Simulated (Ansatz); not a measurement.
**Molecular dynamics, step by step**

SiH7O2F, singlet, PBE0-D4/def2-SVP (Ansatz 0.2.0). Settings (timestep in fs, temperature in K, friction in 1/fs; T counts 33 degrees of freedom, while the starting velocities carry no drift of the centre of mass, so T starts below the set value):

```yaml
hamiltonian: {xc: pbe0, dispersion: d4}
md: {n_steps: 60, timestep: 0.5, temperature: 300, ensemble: nvt_langevin, seed: 803, friction: 0.002, initial_velocities: maxwell_boltzmann}
```

Start, the saddle point found with PBE0-D4 in triple zeta (not stationary at another level):

| atom | x (Å) | y (Å) | z (Å) |
| --- | --- | --- | --- |
| Si1 | -0.3062 | 0.3687 | -1.2474 |
| F2 | -0.5485 | -1.2693 | -0.3208 |
| H3 | 0.5219 | -0.4173 | -2.1944 |
| H4 | -1.7823 | 0.3783 | -1.3881 |
| H5 | -0.0036 | 1.7680 | -1.7738 |
| H6 | 0.5543 | 0.0054 | 1.2363 |
| O7 | 0.3888 | 0.8458 | 0.3066 |
| H8 | -0.0174 | -1.3693 | 0.8666 |
| O9 | 0.5039 | -1.0176 | 1.7454 |
| H10 | 0.7925 | 1.7145 | 0.2782 |
| H11 | -0.1033 | -1.0075 | 2.4914 |

| step | time (fs) | potential energy less the start (meV) | kinetic energy (meV) | T (K) |
| --- | --- | --- | --- | --- |
| 0 | 0.00 | 0.0 | 387.8 | 273 |
| 4 | 2.00 | 61.5 | 340.5 | 240 |
| 8 | 4.00 | 102.5 | 306.2 | 215 |
| 12 | 6.00 | 155.7 | 248.4 | 175 |
| 16 | 8.00 | 159.1 | 261.0 | 184 |
| 20 | 10.00 | 248.0 | 178.8 | 126 |
| 24 | 12.00 | 211.9 | 226.1 | 159 |
| 28 | 14.00 | 242.0 | 190.0 | 134 |
| 32 | 16.00 | 233.0 | 212.0 | 149 |
| 36 | 18.00 | 227.8 | 228.8 | 161 |
| 40 | 20.00 | 195.1 | 262.1 | 184 |
| 44 | 22.00 | 211.8 | 244.6 | 172 |
| 48 | 24.00 | 166.1 | 299.6 | 211 |
| 52 | 26.00 | 149.2 | 310.0 | 218 |
| 56 | 28.00 | 138.0 | 323.4 | 227 |
| 60 | 30.00 | 71.5 | 404.5 | 284 |

Step 4, positions (Å) and forces (eV/Å):

```json
{"atom": "Si1", "x": "-0.305", "y": "0.365", "z": "-1.238", "Fx": "0.810", "Fy": "0.187", "Fz": "-0.843"}
{"atom": "F2", "x": "-0.546", "y": "-1.277", "z": "-0.321", "Fx": "0.035", "Fy": "-0.076", "Fz": "0.153"}
{"atom": "H3", "x": "0.549", "y": "-0.410", "z": "-2.210", "Fx": "-0.209", "Fy": "0.085", "Fz": "0.185"}
{"atom": "H4", "x": "-1.747", "y": "0.439", "z": "-1.378", "Fx": "-0.821", "Fy": "-0.144", "Fz": "-0.058"}
{"atom": "H5", "x": "0.006", "y": "1.788", "z": "-1.788", "Fx": "-0.004", "Fy": "-0.203", "Fz": "0.115"}
{"atom": "H6", "x": "0.598", "y": "0.008", "z": "1.249", "Fx": "-0.290", "Fy": "-0.514", "Fz": "0.131"}
{"atom": "O7", "x": "0.386", "y": "0.847", "z": "0.301", "Fx": "-0.243", "Fy": "-1.192", "Fz": "0.512"}
{"atom": "H8", "x": "-0.021", "y": "-1.382", "z": "0.821", "Fx": "0.097", "Fy": "0.346", "Fz": "0.262"}
{"atom": "O9", "x": "0.503", "y": "-1.011", "z": "1.740", "Fx": "0.184", "Fy": "-0.005", "Fz": "-0.377"}
{"atom": "H10", "x": "0.696", "y": "1.730", "z": "0.289", "Fx": "0.561", "Fy": "1.480", "Fz": "-0.063"}
{"atom": "H11", "x": "-0.117", "y": "-0.978", "z": "2.476", "Fx": "-0.121", "Fy": "0.037", "Fz": "-0.017"}
```

Step 24, positions (Å) and forces (eV/Å):

| atom | x | y | z | Fx | Fy | Fz |
| --- | --- | --- | --- | --- | --- | --- |
| Si1 | -0.294 | 0.359 | -1.206 | -1.109 | 1.194 | -0.923 |
| F2 | -0.533 | -1.310 | -0.323 | -0.169 | -0.171 | 0.149 |
| H3 | 0.537 | -0.391 | -2.132 | 0.280 | -0.571 | -0.462 |
| H4 | -1.817 | 0.547 | -1.343 | 0.640 | -0.616 | 0.159 |
| H5 | 0.027 | 1.729 | -1.783 | -0.005 | 0.337 | -0.191 |
| H6 | 0.695 | -0.070 | 1.312 | 0.027 | 0.267 | -0.117 |
| O7 | 0.382 | 0.865 | 0.298 | 0.057 | 0.239 | 0.451 |
| H8 | -0.037 | -1.294 | 0.712 | -0.107 | -0.280 | 0.077 |
| O9 | 0.502 | -0.995 | 1.706 | 0.148 | -0.575 | 0.739 |
| H10 | 0.317 | 1.819 | 0.315 | 0.310 | 0.373 | 0.028 |
| H11 | -0.192 | -0.801 | 2.347 | -0.073 | -0.198 | 0.091 |

Step 36, positions (Å) and forces (eV/Å):

```tsv
atom	x	y	z	Fx	Fy	Fz
Si1	-0.293	0.370	-1.200	0.967	-0.095	-1.589
F2	-0.524	-1.331	-0.325	-0.211	-0.261	0.290
H3	0.530	-0.519	-2.135	-0.274	0.541	0.286
H4	-1.743	0.367	-1.270	-0.790	0.005	-0.089
H5	0.019	1.735	-1.812	-0.136	0.076	-0.095
H6	0.716	-0.043	1.296	-0.176	-0.785	0.253
O7	0.382	0.894	0.312	0.091	-1.192	-0.040
H8	-0.070	-1.285	0.687	0.266	-0.410	0.110
O9	0.503	-0.997	1.700	-0.095	0.613	0.518
H10	0.241	1.818	0.326	0.169	1.780	0.205
H11	-0.247	-0.756	2.268	0.189	-0.272	0.150
```

Last step (60):

```
atom    x (Å)    y (Å)    z (Å)
 Si1  -0.2783   0.4119  -1.2318
  F2  -0.5057  -1.4018  -0.2916
  H3   0.5290  -0.4525  -2.0999
  H4  -1.7431   0.1509  -1.2681
  H5  -0.1817   1.7194  -1.8992
  H6   0.6735  -0.0959   1.3299
  O7   0.3687   0.9692   0.3295
  H8   0.0021  -1.4628   0.6053
  O9   0.4993  -1.0183   1.7244
 H10   0.4472   1.9453   0.4369
 H11  -0.2633  -0.8607   2.2804
```

The run took about 2.4 min on 4 CPU threads of an Intel Xeon (shared host).
